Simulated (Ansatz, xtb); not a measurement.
**CH2AlClI−: which of two structures lies lower**

We compare I, a singlet given by its coordinates, with II, a triplet given by its coordinates. Both are isolated ions in the gas phase, relaxed with PBE0-D3(BJ)/def2-SVPD.

I (Å):

```xyz
6

C     0.0653   -0.3370    1.6445
Al   -1.0979   -1.1734    0.5079
Cl   -3.2603   -0.8211    0.4791
I    -0.4592    1.1089    3.1244
H    -0.7068   -2.2581   -0.6027
H     1.1495   -0.4829    1.6926
```

Close contacts (Å): C1–Al2 1.83, C1–I4 2.13, Al2–Cl3 2.19, C1–H6 1.10, Al2–H5 1.60.

II (Å):

```tsv
atom	x (Å)	y (Å)	z (Å)
C	-2.0851	-0.8995	0.6552
Al	-0.3763	-0.6389	1.5158
Cl	0.0430	1.5231	1.7480
I	1.4359	-1.5963	-0.1397
H	-2.8992	-1.0186	-0.0666
H	-0.1771	-1.3733	2.9226
```

Close contacts (Å): C1–Al2 1.93, Al2–Cl3 2.21, Al2–I4 2.63, C1–H5 1.09, Al2–H6 1.60.

Question: Which of the two would you expect CCSD(T)/def2-SVPD + ΔMP2/def2-TZVPPD electronic energies to favour?

Answer: Structure II; the calculation gives E(II) − E(I) = −5.27 kJ/mol.

How the difference moves with the method:

```csv
level,geometry,E(II) − E(I) (kJ/mol),departure from the last row (kJ/mol),"job, with rough time for the two"
PBE0-D3(BJ)/def2-SVPD,PBE0-D3(BJ)/def2-SVPD,−22.98,−17.71,"optimisation, 99 s"
HF/def2-SVPD,PBE0-D3(BJ)/def2-SVPD,−170.37,−165.10,part of the CCSD(T) run
MP2/def2-SVPD,PBE0-D3(BJ)/def2-SVPD,−7.22,−1.95,part of the CCSD(T) run
CCSD(T)/def2-SVPD,PBE0-D3(BJ)/def2-SVPD,−17.69,−12.42,single point
CCSD(T)/def2-SVPD + ΔMP2/def2-TZVPPD,PBE0-D3(BJ)/def2-SVPD,−5.27,,"single point, 1.7 min"
```

None of the levels shown reverses the order. The largest departure from CCSD(T)/def2-SVPD + ΔMP2/def2-TZVPPD is that of HF/def2-SVPD, 165.10 kJ/mol. Levels run at GFN2-xTB geometries aren't shown. The last row adds to CCSD(T) the change of the MP2 difference between the two basis sets, here +12.42 kJ/mol. The triplet state of II needn't be its ground state.

With harmonic frequencies from PBE0-D3(BJ)/def2-SVPD (ideal gas, rigid rotor, one conformer each, 298.15 K, 1 atm): the zero-point term adds −7.09 kJ/mol; ΔH is −10.19 and ΔG −16.38 kJ/mol.

Open shells are spin-unrestricted. The correlated steps freeze 15 core orbitals; the filled d shell of I is correlated, in a basis made for valence electrons. Atoms past krypton carry core potentials in the def2 sets and no spin–orbit term is included. ΔG holds the spin degeneracy. Mirror images aren't counted in ΔG. Codes used: Ansatz 0.2.0; the last row on 2 threads of Arm Neoverse V1 on a shared host.
